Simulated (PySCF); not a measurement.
Task: Give a PBE0-D3(BJ)/def2-SVP geometry of `O=C[NH][GeH2][Cl]`.

Result: 
```xyz
9
CH4ClGeNO angstrom
O      0.291    1.245    0.488
C      0.622    0.258   -0.125
N     -0.256   -0.681   -0.579
Ge    -2.077   -0.456   -0.337
Cl    -2.789    1.005   -1.751
H      1.688    0.028   -0.365
H      0.115   -1.441   -1.140
H     -2.382    0.025    1.076
H     -2.696   -1.803   -0.725
```

Any rigid rotation of these coordinates is as good. Atoms count from 1 in this order. Ge4 (germanium bonded to Cl, N and 2 H) is distorted tetrahedral (angles from 104.9° to 115.6°). N3 (amide nitrogen) is planar (angles 121.6°, 120.4° and 117.7°, sum 359.6°, 0.05 Å off the plane of its three neighbours).

Bonds between heavy atoms (Å): O1=C2 1.207, C2–N3 1.364, N3–Ge4 1.850, Ge4–Cl5 2.154.

Computed with PBE0-D3(BJ)/def2-SVP geometry optimisation, gas phase (PySCF).

Point group: C1 (no symmetry element, even within 0.4 Å). Stationary, but not proved a minimum. The numbers are those of one conformer (O1–C2–N3–Ge4 3°, C2–N3–Ge4–Cl5 76°).
